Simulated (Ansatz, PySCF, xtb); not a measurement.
Pair of molecules: aminoborane (SMILES BN) (first 6 atoms) with H2O (SMILES O); geometry from B3LYP-D3(BJ)/def2-TZVP, rigid monomers moved along the line of their centres of mass till H5···O7 is 2.41 Å.
(charge 0, multiplicity 1):
```csv
atom,x (Å),y (Å),z (Å)
B,0.5618,-0.4926,-0.1492
N,-0.5118,0.2576,0.2974
H,0.7441,-0.6378,-1.3199
H,1.2952,-0.9858,0.6582
H,-0.6978,0.4053,1.2812
H,-1.1661,0.7046,-0.3237
O,-0.2040,0.1746,3.6301
H,0.7483,0.1948,3.4804
H,-0.4013,-0.7389,3.8646
```

Monomers are frozen at their geometry in the pair; levels with a basis set take the counterpoise correction. Rows marked so take none.

Rows in 6-31G* carry no dispersion term and start afresh at each structure (6-31G* with six Cartesian d functions).

Run with Ansatz (Gaussian orbitals); PySCF for 6-31G* rows, the dispersion terms; xtb for the GFN methods. 

One of these levels gives -5.50 kcal/mol for the interaction energy. Which?
A. B3LYP/6-31G* (no counterpoise)
B. GFN-FF
C. r2SCAN-D3(BJ)/def2-TZVPPD
D. PBE/def2-TZVPPD

A, B3LYP/6-31G* (no counterpoise). The others give -1.96 (GFN-FF), -3.34 (PBE/def2-TZVPPD), -3.74 (r2SCAN-D3(BJ)/def2-TZVPPD)

Ansatz is a program for electronic structure.
